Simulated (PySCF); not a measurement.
# SrBr: from constants to spectrum

PBE0 constants of SrBr, ²Σ⁺ (doublet), unpaired electrons σ ↑ (PySCF, spin-free X2C with a Gaussian nucleus, basis sets Sr x2c-TZVPall, Br x2c-TZVPall; masses 87.9056 and 78.9183 u):

```
ωe            : 216.3 cm⁻¹
ωexe          : 0.543 cm⁻¹
Be            : 0.054561 cm⁻¹
αe            : 0.000191 cm⁻¹
De to Sr + Br : 3.86 eV
```

Question: What force constant and bond length do these constants imply?

Answer: Reduced mass μred = 41.585 u; k = 5.8918×10⁻⁷·μred·ωe² (u, cm⁻¹, mdyn/Å) = 1.15 mdyn/Å; Re = √(16.8576/(μred·Be)) (u, cm⁻¹, Å) = 2.726 Å.

Question: Estimate the centrifugal constant D from the Kratzer relation and find the Dunham coefficient a1.

Answer: D = 4Be³/ωe² = 1.39e-08 cm⁻¹; a1 = −1 − αeωe/(6Be²) = -3.31.

Spin–orbit coupling is left out. The state was picked by a PBE0 search and need not be the measured ground state.
